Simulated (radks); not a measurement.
All-electron atom: Se16+ in [Ar]. Calculated with a radial shooting solver on a logarithmic mesh with Libxc functionals: Dirac Kohn-Sham, PBE, spin-unpolarised, spherical densities, finite nucleus; Fermi nuclear charge, rms radius 4.14 fm.

Spin-orbit splittings of the eigenvalues, e(l+1/2) - e(l-1/2), with zeta = 2 splitting/(2l+1) and mean radii in bohr:

shell  occ.  splitting (eV)  zeta (eV)  <r> j=l-1/2  <r> j=l+1/2
2p        6           42.01      28.01       0.1675       0.1712
3p        6           8.301      5.534       0.4994       0.5058
